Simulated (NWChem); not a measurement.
System: Si2H5O2F; SMILES O[SiH2]O[SiH2]F

```xyz
10

O      1.2094     1.4993     0.3600
Si    -0.3597     1.5283    -0.1653
O     -1.0194    -0.0036    -0.0348
Si    -0.3979    -1.5070     0.1859
F      1.1526    -1.4569    -0.3269
H      1.7808     0.8347    -0.0420
H     -1.0949     2.4562     0.7257
H     -0.4746     1.9261    -1.5961
H     -1.1263    -2.4850    -0.6565
H     -0.3715    -1.8844     1.6203
```
Atoms are numbered in this order, from 1.

All runs: NWChem. Medium grid unless said otherwise, to which SCAN and Minnesota functionals are sensitive. Structure relaxed at the PBE0/def2-SVP level. Hybrids' shares of exact exchange are those that their runs print; pure functionals count as 0. The functionals differ in more than this share.

```csv
row,share of exact exchange,orbital gap (eV)
PBE/def2-SVP,0.00,6.98
MN15-L/def2-SVP,0.00,8.05
B3LYP/def2-SVP,0.20,withheld
MN15/def2-SVP,0.44,10.66
M05-2X/def2-SVP,0.56,12.02
Hartree-Fock/def2-SVP,1.00,16.69
```

Task: Fit a straight line of the last column on the one before it, predict the withheld value, and compare with the run.

Result: 
1. Means of the 5 shown rows: x = 0.400, y = 10.880. Slope Σ(x − x̄)(y − ȳ)/Σ(x − x̄)² = 6.352/0.7072 = 8.981; intercept 7.288.
2. The shown rows scatter about the line by 0.505 (root mean square); the largest residual is +0.76, at MN15-L/def2-SVP.
3. At x = 0.20 (B3LYP/def2-SVP; inside the shown range) the line gives 9.08.
4. The run gives 8.99, -0.09 from the line, 0.2 times the scatter.
